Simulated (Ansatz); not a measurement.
A nudged elastic band was laid between two geometries of ClGeH3 + F (6 atoms, charge 0, multiplicity 2).

Computed with Ansatz, UKS PBE0-D4/def2-SVP.

| Quantity | Value |
| --- | --- |
| movable images | 7 |
| climbing image | yes |
| spring | 5.0 eV/Å² |
| optimiser | quadratic models (default) |
| start path | through a guess of the saddle point |
| force threshold | 0.05 eV/Å |
| iteration limit | 60 |
| end points | relaxed |

Initial state:

```xyz
6
Properties=species:S:1:pos:R:3
Ge -0.072 0.000 0.251
Cl -1.164 0.000 2.158
H 1.415 0.000 0.586
H -0.532 1.269 -0.476
H -0.532 -1.269 -0.476
F 0.886 0.000 3.149
```

Final state:

```xyz
6
Properties=species:S:1:pos:R:3
Ge 0.213 0.000 0.384
Cl 0.771 -0.002 2.526
H 1.585 -0.001 -0.316
H -0.550 1.294 0.118
H -0.552 -1.294 0.116
F -1.465 0.002 2.363
```

(1) What changes between the two ends?

(2) What energy profile does the band end with?

(3) What is the geometry of the highest image?

The band took 9 iterations and of the order of 6 core-minutes.

Answers

(1) No bond is made or broken.

(2) It converged. The highest image is number 4 of 0 to 8, 7.8 kcal/mol above the first end and 10.3 kcal/mol above the last; the last end lies 2.5 kcal/mol below the first. A vibrational analysis at the climbing image gives 2 clearly imaginary modes (83i, 83i cm⁻¹): a point of higher order, so a lower path passes nearby.

| image | path coordinate (Å) | energy (kcal/mol) |
| --- | --- | --- |
| 0 | 0.00 | 0.0 |
| 1 | 0.62 | 1.5 |
| 2 | 1.24 | 3.6 |
| 3 | 1.86 | 6.1 |
| 4 | 2.48 | 7.8 |
| 5 | 3.20 | 5.5 |
| 6 | 3.92 | 2.6 |
| 7 | 4.65 | -0.3 |
| 8 | 5.37 | -2.5 |

(3) 
```xyz
6
Properties=species:S:1:pos:R:3
Ge 0.050 0.000 -0.054
Cl -0.062 -0.027 2.118
H 1.539 0.004 -0.420
H -0.661 1.273 -0.528
H -0.658 -1.269 -0.545
F -0.206 0.018 4.621
```

Time of the run: 2.9 min on 2 threads of Arm Neoverse V2 (shared host), peak memory 0.29 GiB.
